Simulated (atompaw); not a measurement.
Reading a pseudo-wave (Au (Z = 79))

Columns: radius, all-electron u(r) and pseudo u(r) of the 5s shell (level -108.78 eV) of gold in the configuration [Kr] 4d10 4f14 5s2 5p6 5d10 6s1 6p0; LDA (PW92), scalar-relativistic, PAW (atompaw) scheme, atompaw 4.2.0.5.

```
r (bohr)  all-electron  pseudo
   0.085        0.0778  0.3409
   0.169        0.3459  0.6605
   0.254       -0.4346  0.9501
   0.338       -0.6905  1.1898
   0.423       -0.3563  1.3756
   0.508        0.1894  1.4989
   0.592        0.6770  1.5588
   0.677        1.0178  1.5602
   0.762        1.1979  1.5097
   0.846        1.2488  1.4192
   0.931        1.2112  1.2982
   1.015        1.1206  1.1618
   1.100        1.0013  1.0179
   1.185        0.8727  0.8777
   1.269        0.7481  0.7487
   1.354        0.6310  0.6310
   1.438        0.5276  0.5276
   1.523        0.4362  0.4362
   1.608        0.3582  0.3582
   1.692        0.2932  0.2932
   1.777        0.2383  0.2383
   1.862        0.1928  0.1928
   1.946        0.1560  0.1560
   2.031        0.1255  0.1255
   2.115        0.1010  0.1010
   2.200        0.0809  0.0809
```

(1) How many radial nodes do the two functions have?

(2) At about which radius was the pseudo-wave matched?

(3) Where does each function peak?

(4) Is the pseudo-wave norm-conserving?

Results:

(1) The all-electron 5s function has n − l − 1 = 4 (the table is too coarse to show those close to the nucleus); the pseudo-wave has 0, since the states of the same l below it are removed with the core.

(2) 1.35 bohr, where the columns begin to agree (steps of 0.08 bohr).

(3) Outermost all-electron maximum near 0.85 bohr, pseudo maximum near 0.68 bohr (to the table’s step).

(4) No, it belongs to a PAW set: the norm inside the radius is not constrained, and the difference is carried by the augmentation charge.
